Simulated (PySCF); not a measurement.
Compound: C7H11BOS.
InChI=1S/C7H11BOS/c1-6(2)9-8-7-4-3-5-10-7/h3-6,8H,1-2H3

The calculation used TDDFT CAM-B3LYP/def2-SVPD, vertical, gas phase, core orbitals frozen in the response in PySCF 2.14.0, density-fitted response routines. Isolated species at its PBE0-D3(BJ)/def2-SVP geometry (one conformer only). Torsions of this conformer, `[CH3:1][CH:2]([CH3:3])[O:4][BH:5][c:6]1[cH:7][cH:8][cH:9][s:10]1`: C1–C2–O4–B5 -87°, C2–O4–B5–C6 -1°, O4–B5–C6–C7 -178°.

Task: List the vertical singlet excitations with oscillator strengths and describe the spectrum.

Result: 

| state | E (eV) | λ (nm) | ν̃ (cm⁻¹) | f | main configurations (H = HOMO, L = LUMO) |
| --- | --- | --- | --- | --- | --- |
| S1 | 5.17 | 239.8 | 41700 | 0.168 | H→L (79%), H-1→L (16%) |
| S2 | 5.39 | 229.9 | 43500 | 0.144 | H-1→L (76%), H→L (17%) |
| S3 | 5.99 | 207.0 | 48300 | 0.0018 | H-2→L (87%) |
| S4 | 6.56 | 188.9 | 52950 | 0.0026 | H→L+1 (63%), H→L+2 (18%) |
| S5 | 6.60 | 188.0 | 53200 | 0.0016 | H-1→L+1 (40%), H-1→L+2 (29%), H-1→L+5 (10%) |
| S6 | 6.90 | 179.7 | 55660 | 0.0054 | H→L+2 (31%), H→L+5 (26%), H→L+1 (18%) |
| S7 | 6.97 | 178.0 | 56190 | 0.0016 | H-4→L (50%), H-3→L (22%), H-5→L (16%) |
| S8 | 7.09 | 174.9 | 57160 | 0.0018 | H-1→L+1 (38%), H-1→L+5 (18%), H-1→L+2 (12%) |
| S9 | 7.17 | 172.8 | 57860 | 0.102 | H→L+3 (32%), H→L+4 (28%), H→L+6 (9%) |
| S10 | 7.42 | 167.0 | 59880 | 0.185 | H-1→L+3 (28%), H-1→L+4 (23%), H-1→L+6 (11%) |

Triplets, Tamm–Dancoff:

```csv
state,E (eV),λ (nm),"main configurations (H = HOMO, L = LUMO)"
T1,3.44,360.3,H→L (90%)
T2,4.13,300.4,H-1→L (92%)
T3,5.60,221.3,H-2→L (81%)
T4,5.74,215.9,"H→L+6 (33%), H→L+4 (23%), H→L+3 (9%)"
```

The lowest singlet comes at 240 nm (499 kJ/mol) in the ultraviolet; it is strong; its leading configuration is HOMO→LUMO (79%). The strongest level in the table is S10 at 7.42 eV (167 nm, f = 0.185). It is the last of those listed, so stronger ones may follow. Löwdin shares by element: HOMO carbon 80% or more (atoms not listed hold the other 20%); LUMO carbon 34% or more, boron 15%, sulfur 14% (atoms not listed hold the other 37%). The listed states span 2.25 eV, and the widest gap between neighbours is 0.60 eV (S2 to S3). Weighted by f, the mean energy of these states is 6.27 eV. The oscillator strengths of these states sum to 0.615; summed over the whole spectrum of an exact calculation they would give the number of electrons, 82 (Thomas–Reiche–Kuhn). All these states lie below the vertical ionisation energy of 8.92 eV (ΔSCF). Singlets were solved by full linear response, triplets in the Tamm–Dancoff approximation.

The run took 9.6 min on one thread of an x86-64 server, on a shared host.
